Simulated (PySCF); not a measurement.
Isomers C5H7FSi:

A. `FCC1=C[SiH2]C=C1`
B. `F[C@@]1(C#C)CC[SiH2]1`
C. SMILES C[Si@H]1C=CC(F)=C1
D. `CC#C[C@]1(F)C[SiH2]1`

Spectrum 1. ¹H NMR (300 MHz, computed): δ 5.05 (m, 1H), 4.92 (m, 1H), 2.96 (m, 1H), 2.95 (m, 1H), 2.69 (s, 1H), 1.40 (m, 1H), 1.36 (m, 1H). ¹³C{¹H} NMR (computed): δ 90.3 (C), 89.0 (C), 88.5 (CH), 41.4 (CH2), 1.5 (CH2).

Spectrum 2. ¹H NMR (300 MHz, computed): δ 6.97 (m, 1H), 6.44 (m, 1H), 5.07 (m, 1H), 4.86 (m, 1H), 0.36 (d, 3H). ¹³C{¹H} NMR (computed): δ 180.8 (C), 150.8 (CH), 142.8 (CH), 101.9 (CH), -5.9 (CH3).

Spectrum 3. ¹H NMR (300 MHz, computed): δ 3.27 (m, 1H), 2.89 (m, 1H), 2.16 (s, 3H), 1.39 (m, 1H), 1.13 (m, 1H). ¹³C{¹H} NMR (computed): δ 97.4 (C), 84.5 (C), 75.5 (C), 13.3 (CH2), 5.6 (CH3).

Spectrum 4. ¹H NMR (300 MHz, computed): δ 6.94 (m, 1H), 6.41 (m, 1H), 6.21 (m, 1H), 5.53 (m, 2H), 4.71 (m, 2H). ¹³C{¹H} NMR (computed): δ 166.4 (C), 152.2 (CH), 137.9 (CH), 123.6 (CH), 88.2 (CH2).

Single conformer, fast rotation and ring inversion assumed for equivalent nuclei, non-relativistic Hamiltonian, gas phase. GFN2-xTB structure; PBE0/pcSseg-1 with gauge-including orbitals; PySCF.

References, each an isolated molecule treated in the same way: ¹H and ¹³C vs TMS. Splittings of carbon signals by F and P are missing where no couplings were computed. Where no couplings were computed, multiplicities follow the n + 1 count of equivalent neighbours, and m marks all less simple cases (inequivalent or close neighbours, rings, F or P nearby). Shifts are as computed. Against solution values, carbons near 30 ppm lie about +3 ppm off and those near 130 ppm about +5 ppm. Of 1211 compounds with measured shifts, 218 miss one by over three times the rms of a fit or turn the order of signals round; such compounds aren't used in these exercises.

Question: Which spectrum belongs to which compound?

Answer: 1–B, 2–C, 3–D, 4–A.

- Spectrum 1 (B): 5 ¹³C signals; δC 90.3 is a propargylic fully substituted sp3 carbon bonded to F and Si; δC 89.0 is an alkyne carbon.
- Spectrum 2 (C): 5 ¹³C signals; δC 150.8 is an alkene CH; δC 142.8 is an alkene CH.
- Spectrum 3 (D): 5 ¹³C signals; δC 97.4 is an alkyne carbon; δC 84.5 is an alkyne carbon.
- Spectrum 4 (A): 5 ¹³C signals; δC 152.2 is an alkene CH; δC 137.9 is an alkene CH.
